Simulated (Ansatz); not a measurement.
Pulling on the Si2–N1 bond in H5NSi (SMILES N[SiH3]) (multiplicity 1 held, fragments rigid). Energies count from the point at 1.724 Å.
Geometry at that point (charge 0, multiplicity 1):
| atom | x (Å) | y (Å) | z (Å) |
|---|---|---|---|
| N | 1.1401 | -0.0792 | -0.1102 |
| Si | -0.5733 | 0.0471 | 0.0303 |
| H | 1.7367 | 0.6014 | 0.3334 |
| H | 1.5818 | -0.9850 | -0.1282 |
| H | -1.1412 | -0.2861 | 1.3661 |
| H | -0.9523 | 1.4463 | -0.2735 |
| H | -1.1795 | -0.8820 | -0.9509 |

Signs of static correlation in cc-pV(D+d)Z, with CASSCF(2,2), from Ansatz (a quantum-chemistry and plane-wave program) runs.

| R (Å) | T1 of restricted CCSD | ⟨S²⟩ of UHF | largest double amplitude of restricted CCSD | weight of the CASSCF reference in MRCISD | CASSCF natural occupations |
|---|---|---|---|---|---|
| 1.379 | 0.008 | 0.000 | 0.028 | 0.911 | 1.98 0.02 |
| 1.551 | 0.009 | 0.000 | 0.029 | 0.908 | 1.99 0.01 |
| 1.724 | 0.010 | 0.000 | 0.030 | 0.907 | 1.98 0.02 |
| 1.896 | 0.011 | 0.000 | 0.031 | 0.905 | 1.98 0.02 |
| 2.069 | 0.012 | 0.000 | 0.037 | 0.904 | 1.97 0.03 |
| 2.327 | 0.015 | 0.000 | 0.063 | 0.903 | 1.93 0.07 |
| 2.586 | 0.022 | ___ | 0.102 | 0.902 | 1.85 0.15 |
| 3.017 | 0.059 | 0.969 | 0.353 | 0.903 | 1.50 0.50 |
| 3.448 | 0.077 | 1.002 | 0.606 | 0.903 | 1.22 0.78 |
| 3.965 | ___ | 1.009 | 0.727 | 0.904 | 1.10 0.90 |
| 4.654 | 0.040 | 1.011 | 0.792 | 0.904 | 1.03 0.97 |
| 5.516 | 0.032 | 1.011 | 0.826 | 0.904 | 1.01 0.99 |

Question: What belongs in the gaps?

Answer: 
- 2.586, ⟨S²⟩ of UHF: 0.647
- 3.965, T1 of restricted CCSD: 0.059

Doubts at one or more of the structures used: a restricted determinant that unrestricted orbitals would lower (R-CCSD(T)/cc-pV(D+d)Z); T1 above 0.05 (R-CCSD(T)/cc-pV(D+d)Z, U-CCSD(T)/cc-pV(D+d)Z); other coupled-cluster roots lie near (R-CCSD(T)/cc-pV(D+d)Z); a spin-contaminated determinant (U-CCSD(T)/cc-pV(D+d)Z); the program's own flag: other amplitudes (U-CCSD(T)/cc-pV(D+d)Z).
